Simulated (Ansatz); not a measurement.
Sn(CN)H3 (CH₃NSn) was relaxed with PBE-D4 (def2-TZVP) in Ansatz in these states: charge +1 doublet, neutral singlet. The geometries follow in no particular order.

In the def2 sets Sn takes a core potential; there is no spin–orbit coupling.

A:

```
atom   x (Å)   y (Å)   z (Å)
 Sn1   0.146  -0.556  -0.330
  C2  -0.320   1.228   0.729
  N3  -0.579   2.206   1.308
  H4  -1.269  -1.512  -0.305
  H5   1.441  -1.289   0.508
  H6   0.581  -0.077  -1.910
```

B:

```xyz
6

Sn    0.307    0.653   -1.490
C    -0.739   -0.274    1.611
N    -0.334   -0.015    0.563
H     1.935    1.016   -1.025
H    -0.054   -0.857   -2.255
H    -1.115   -0.523    2.595
```

Task: Judge from the bond lengths which geometry belongs to which state (an estimate).

Result: A is the neutral singlet (Sn1–H6 1.708 Å, Sn1–C2 2.126 Å, Sn1–H4 1.708 Å); B is the charge +1 doublet (Sn1–H6 4.483 Å, Sn1–C2 3.401 Å, Sn1–H4 1.731 Å).
